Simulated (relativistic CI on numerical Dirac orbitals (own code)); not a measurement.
Calculated at this level of theory: Dirac-Coulomb-Breit CI, KLI orbitals optimised for each configuration, model QED, unscaled Slater integrals (own radial code, finite nucleus).

Configurations in the expansion (outside the closed core [Ne]): 3s²3p⁶3d, 3s²3p⁵3d², 3s3p⁶3d², 3s²3p⁶4s, 3s²3p⁶4p, 3s²3p⁶4d, 3s²3p⁵3d4s, 3s²3p⁶4f, 3s²3p⁵3d4p, 3s²3p⁵3d4d, 3s3p⁶3d4s, 3p⁶3d²4p, 3s²3p⁵3d4f, 3s3p⁶3d4p, 3s3p⁶3d4d, 3s²3p⁶5s, 3s3p⁶3d4f, 3s²3p⁶5p, 3s²3p⁶5d, 3s²3p⁶5f, 3s²3p⁶5g, 3p⁶3d³, 3p⁵3d⁴, 3p⁵3d³4s, 3p⁶3d²4s, 3p⁵3d²4s², 3p⁶3d²4d, 3p⁵3d³4d, 3p⁵3d²4s4d. Double excitations out of closed p, d and f shells are left out; levels of such configurations are missing from the list, as are those of other unlisted configurations, and high levels can miss mixing partners. These lack a partner that the ground configuration has and come out too high: 3s²3p⁵3d4p, 3s²3p⁵3d4f.

At this charge energies of transitions that change n are usually good to better than 1 %, and those within a shell (Δn = 0) to a few per cent.

Outline of the computed level scheme of Ta LV. Lowest level of each configuration: 3s²3p⁶3d ²D3/2 at 0.000 eV; 3s²3p⁵3d² ⁴D°3/2 at 248.775 eV.

Some strong electric-dipole decays among the lowest 45 levels: 3s²3p⁵3d² ²D°3/2 → 3s²3p⁶3d ²D3/2 (6.1e+12 s⁻¹); 3s²3p⁵3d² ²D°5/2 → 3s²3p⁶3d ²D5/2 (4.2e+12 s⁻¹); 3s²3p⁵3d² ²P°3/2 → 3s²3p⁶3d ²D5/2 (4.1e+12 s⁻¹); 3s²3p⁵3d² ²F°7/2 → 3s²3p⁶3d ²D5/2 (3.2e+12 s⁻¹); 3s²3p⁵3d² ²P°1/2 → 3s²3p⁶3d ²D3/2 (3.1e+12 s⁻¹); 3s²3p⁵3d² ²P°1/2 → 3s²3p⁶3d ²D3/2 (1.2e+12 s⁻¹); 3s²3p⁵3d² ²D°5/2 → 3s²3p⁶3d ²D5/2 (1.2e+12 s⁻¹); 3s²3p⁵3d² ²F°5/2 → 3s²3p⁶3d ²D3/2 (1.1e+12 s⁻¹).

LS names give the leading component of a level, which can be under half, so a name can repeat, a term be missing and a line seem to break the LS rules.
